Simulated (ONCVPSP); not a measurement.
An all-electron radial function and its pseudo partner (selenium (Se))

Columns: radius, all-electron u(r) and pseudo u(r) of the 3d shell (level -58.12 eV) of selenium in the configuration [Ar] 3d10 4s2 4p3.5; PBE, scalar-relativistic, ONCV scheme, ONCVPSP 4.0.1.

| r (bohr) | all-electron | pseudo |
| --- | --- | --- |
| 0.062 | 0.0754 | 0.0099 |
| 0.125 | 0.3334 | 0.0753 |
| 0.188 | 0.6483 | 0.2297 |
| 0.250 | 0.9144 | 0.4660 |
| 0.312 | 1.1013 | 0.7502 |
| 0.375 | 1.2101 | 1.0322 |
| 0.438 | 1.2500 | 1.2525 |
| 0.500 | 1.2395 | 1.3744 |
| 0.562 | 1.1957 | 1.3960 |
| 0.625 | 1.1300 | 1.3324 |
| 0.688 | 1.0523 | 1.2152 |
| 0.750 | 0.9708 | 1.0804 |
| 0.812 | 0.8884 | 0.9499 |
| 0.875 | 0.8066 | 0.8343 |
| 0.938 | 0.7287 | 0.7382 |
| 1.000 | 0.6568 | 0.6590 |
| 1.062 | 0.5902 | 0.5903 |
| 1.125 | 0.5280 | 0.5279 |
| 1.188 | 0.4715 | 0.4713 |
| 1.250 | 0.4211 | 0.4209 |
| 1.312 | 0.3755 | 0.3754 |
| 1.375 | 0.3339 | 0.3338 |
| 1.438 | 0.2966 | 0.2965 |
| 1.500 | 0.2638 | 0.2637 |
| 1.562 | 0.2344 | 0.2343 |
| 1.625 | 0.2077 | 0.2076 |

Task: How many radial nodes do the two functions have?

Result: The all-electron 3d function has n − l − 1 = 0; the pseudo-wave has 0.

Task: At about which radius was the pseudo-wave matched?

Result: 1.20 bohr. The columns agree to 0.0005 from 1.06 bohr on; several derivatives are matched, so the curves merge somewhat inside the radius.

Task: Where does each function peak?

Result: Outermost all-electron maximum near 0.44 bohr, pseudo maximum near 0.56 bohr (to the table’s step).

Task: Is the pseudo-wave norm-conserving?

Result: Yes: the ONCV scheme keeps the norm inside the radius equal to the all-electron one, which fixes the energy derivative of the logarithmic derivative at the level.
